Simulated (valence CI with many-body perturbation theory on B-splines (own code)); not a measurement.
## Zn²⁵⁺: electric-dipole lines

Calculated by valence CI with perturbative core correlation (CI+MBPT): three valence electrons over a frozen Dirac-Fock core [He], radial functions for each j: 11 s, 11 p, 9 d, 7 f, 5 g, 2 h, 1 i, with the one-electron correlation potential Σ1, the two-electron term Σ2, the three-electron term Σ3, Breit, model QED; selected CI, second order for the rest (own B-spline code, finite nucleus).

No measured levels were compared; by estimate levels of excited configurations hold to 0.05 to 0.15 % of their energy, terms of the ground configuration to about 0.5 %.

Lines 51 to 100 of 255 in falling wavelength, among levels below 1610.7 eV, chosen from the strongest by gf and those to the six lowest levels. Wavelengths and rates use the calculated energies, so an error of 900 cm⁻¹ moves a line at 122.0 Å by 0.11 % and its rate by three times that or more. Electric multipoles are in the length gauge, E1 and E2 with the static RPA response of the core. Weak lines are less certain than strong ones. Lines between different terms over intervals too small for the method are left out, as are lines whose strength nearly cancels. The highest levels of a list are the least certain.

Names give the largest LS component (configuration and term), which can be under half, so a name can repeat, a term be missing and a line seem to break the LS rules; names also repeat where a configuration has a term twice. Letters in brackets count levels of one name in rising energy.

```
λ vac (Å)               Upper               Lower   A (s⁻¹)  S (a.u.) with core polarisation  S without
    122.0         2p³ ²D°_5/2        2s2p² ²D_5/2  1.50e+10                         8.08e-02   8.11e-02
    120.7         2p³ ²D°_3/2        2s2p² ²D_3/2  8.11e+09                         2.82e-02   2.83e-02
    119.3         2p³ ²P°_3/2        2s2p² ²P_3/2  3.18e+10                         1.07e-01   1.07e-01
    112.7         2p³ ²D°_5/2        2s2p² ²D_3/2  7.20e+09                         3.05e-02   3.06e-02
    112.7         2p³ ⁴S°_3/2        2s2p² ⁴P_5/2  2.24e+10                         6.33e-02   6.35e-02
    110.3       2p²3p ⁴D°_7/2       2s2p3p ⁴D_5/2  8.75e+09                         4.64e-02   4.65e-02
    106.4  2s2p3d ²F°_7/2 [b]        2s²3d ²D_5/2  1.81e+10                         8.63e-02   8.67e-02
    105.7        2p²3s ⁴P_5/2      2s2p3s ⁴P°_3/2  1.05e+10                         3.68e-02   3.70e-02
    105.1    2p²3s ²D_3/2 [b]  2s2p3s ²P°_3/2 [a]  1.85e+10                         4.25e-02   4.26e-02
    104.3  2s2p3d ²F°_5/2 [b]        2s²3d ²D_3/2  1.87e+10                         6.28e-02   6.30e-02
    104.2   2s2p3p ²D_5/2 [b]       2s²3p ²P°_3/2  2.38e+10                         7.99e-02   8.02e-02
    103.7        2s2p² ²D_3/2       2s²2p ²P°_1/2  1.94e+10                         4.27e-02   4.29e-02
    103.2  2s2p3d ²D°_3/2 [b]        2s²3d ²D_3/2  2.87e+10                         6.22e-02   6.24e-02
    102.6  2s2p3d ²D°_5/2 [b]        2s²3d ²D_5/2  3.13e+10                         1.00e-01   1.00e-01
    102.6         2p³ ⁴S°_3/2        2s2p² ⁴P_3/2  1.61e+10                         3.44e-02   3.45e-02
    102.4  2s2p3s ²P°_1/2 [b]        2s²3s ²S_1/2  3.38e+10                         3.59e-02   3.60e-02
    102.4  2s2p3s ²P°_3/2 [b]        2s²3s ²S_1/2  2.22e+10                         4.71e-02   4.73e-02
    102.2       2s2p3p ²P_3/2       2s²3p ²P°_3/2  2.97e+10                         6.27e-02   6.29e-02
    101.9   2s2p3p ²D_3/2 [b]       2s²3p ²P°_1/2  2.62e+10                         5.48e-02   5.50e-02
    99.38  2s2p3d ²P°_1/2 [b]        2s²3d ²D_3/2  3.92e+10                         3.80e-02   3.81e-02
    99.27  2s2p3d ²P°_3/2 [b]        2s²3d ²D_5/2  3.20e+10                         6.19e-02   6.21e-02
    94.85         2p³ ²P°_1/2        2s2p² ²D_3/2  4.29e+10                         3.61e-02   3.62e-02
    93.50        2s2p² ²P_1/2       2s²2p ²P°_1/2  5.48e+10                         4.42e-02   4.44e-02
    93.15         2p³ ²D°_3/2        2s2p² ⁴P_5/2  1.62e+09                         2.58e-03   2.59e-03
    92.23        2s2p² ²S_1/2       2s²2p ²P°_3/2  4.69e+10                         3.63e-02   3.64e-02
    91.47         2p³ ⁴S°_3/2        2s2p² ⁴P_1/2  1.59e+10                         2.40e-02   2.41e-02
    91.15        2s2p² ²P_3/2       2s²2p ²P°_3/2  6.40e+10                         9.58e-02   9.61e-02
    88.27         2p³ ²D°_5/2        2s2p² ⁴P_5/2  6.40e+09                         1.30e-02   1.31e-02
    86.18         2p³ ²D°_3/2        2s2p² ⁴P_3/2  9.35e+09                         1.18e-02   1.18e-02
    83.85         2p³ ²P°_3/2        2s2p² ²D_3/2  6.19e+09                         7.21e-03   7.23e-03
    75.81        2s2p² ²P_3/2       2s²2p ²P°_1/2  7.05e+09                         6.07e-03   6.09e-03
    9.529       2s²3p ²P°_1/2        2s2p² ²D_3/2  2.77e+11                         2.37e-04   2.36e-04
    9.299      2s2p3s ⁴P°_3/2        2s2p² ²D_3/2  1.25e+11                         1.99e-04   1.98e-04
    9.290    2p²3s ²D_3/2 [b]         2p³ ²P°_3/2  4.34e+12                         6.87e-03   6.85e-03
    9.232  2s2p3s ²P°_1/2 [a]        2s2p² ²D_3/2  2.52e+12                         1.96e-03   1.95e-03
    9.205    2p²3s ²D_3/2 [a]         2p³ ²D°_5/2  2.79e+12                         4.30e-03   4.28e-03
    9.198        2p²3s ²P_1/2         2p³ ²D°_3/2  4.26e+12                         3.27e-03   3.26e-03
    9.143  2s2p3s ²P°_3/2 [a]        2s2p² ²D_5/2  3.50e+12                         5.28e-03   5.25e-03
    9.096        2p²3s ⁴P_3/2         2p³ ⁴S°_3/2  2.21e+12                         3.28e-03   3.27e-03
    9.091      2s2p3s ⁴P°_3/2        2s2p² ⁴P_5/2  2.65e+12                         3.93e-03   3.91e-03
    9.087  2s2p3s ²P°_3/2 [a]        2s2p² ²D_3/2  2.21e+11                         3.27e-04   3.25e-04
    9.073        2s²3s ²S_1/2       2s²2p ²P°_3/2  3.51e+12                         2.58e-03   2.57e-03
    9.060      2s2p3s ⁴P°_1/2        2s2p² ⁴P_3/2  4.25e+12                         3.12e-03   3.11e-03
    9.060        2p²3s ²D_5/2         2p³ ²D°_5/2  3.05e+12                         6.72e-03   6.70e-03
    9.043        2p²3s ⁴P_5/2         2p³ ⁴S°_3/2  3.03e+12                         6.63e-03   6.61e-03
    9.026  2s2p3d ²D°_5/2 [a]        2s2p² ²P_3/2  2.79e+12                         6.07e-03   6.08e-03
    9.020      2s2p3s ⁴P°_3/2        2s2p² ⁴P_3/2  5.38e+11                         7.79e-04   7.76e-04
    9.012        2p²3s ²D_5/2         2p³ ²D°_3/2  1.77e+12                         3.85e-03   3.83e-03
    8.993  2s2p3d ²P°_3/2 [a]        2s2p² ²P_3/2  4.79e+12                         6.87e-03   6.89e-03
    8.987      2s2p3d ⁴F°_3/2        2s2p² ²D_3/2  1.25e+12                         1.79e-03   1.80e-03
```
